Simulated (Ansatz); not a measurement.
Reaction (hydrogenolysis of a C–Si bond): `[SiH3]C#CC=S` + H₂ → `C#CC=S` + SiH₄

Computed with Ansatz on PBE0-D4/def2-TZVP structures; ΔE is electronic, products minus reactants. CCSD(T)/CBS is the MP2 limit (def2-TZVPP, def2-QZVPP) plus CCSD(T) − MP2 in def2-TZVPP, frozen cores. This one scheme is used for every species. Functionals use def2-TZVPP.

`[SiH3]C#CC=S`:

Cartesian coordinates in Å:
```
Si -1.880 -0.601 -0.409
C -0.177 -0.091 0.000
C 0.957 0.268 0.249
C 2.268 0.666 0.557
S 3.085 1.821 -0.231
H -2.764 0.586 -0.319
H -1.891 -1.143 -1.789
H -2.328 -1.641 0.548
H 2.729 0.134 1.392
```

H₂:

Cartesian coordinates in Å:
```
H -0.121 0.325 0.138
H 0.121 -0.325 -0.138
```

`C#CC=S`:

Cartesian coordinates in Å:
```
C -1.043 -1.076 -0.439
C -0.237 -0.258 -0.074
C 0.705 0.683 0.382
S 1.300 1.897 -0.506
H -1.756 -1.791 -0.778
H 1.030 0.545 1.415
```

SiH₄:

Z-matrix (Å, degrees):
```
Si
H 1 1.485
H 1 1.485 2 109.5
H 1 1.485 2 109.5 3 -120.0
H 1 1.485 2 109.5 3 120.0
```

| level | ΔE (kcal/mol) |
| --- | --- |
| LDA (SPW92) | 4.4 |
| r2SCAN0-D4 | 4.8 |
| HF/def2-TZVPP | -0.1 |
| HF/CBS(def2) | 0.0 |

**Question.** What does CCSD(T)/CBS give? (An estimate is asked.)

**Answer.** Ansatz gave: +4.6 kcal/mol. The listed levels differ from it by -0.2, 0.2, -4.7, -4.6 kcal/mol.

Largest T1 diagnostic among the species: 0.016.

From BLYP to BHLYP (50 % exact exchange), in def2-TZVPP and without D4, ΔE moves by −1.4 kcal/mol. At CCSD(T), def2-SVP lies −3.1 kcal/mol from the extrapolated value and def2-TZVPP −0.6 kcal/mol. Leaving LDA and LC-ωPBE aside and taking each functional with its dispersion term where it has one, the values, not all of them listed here, spread over 3.0 kcal/mol, from CAM-B3LYP-D4 to revPBE-D4.
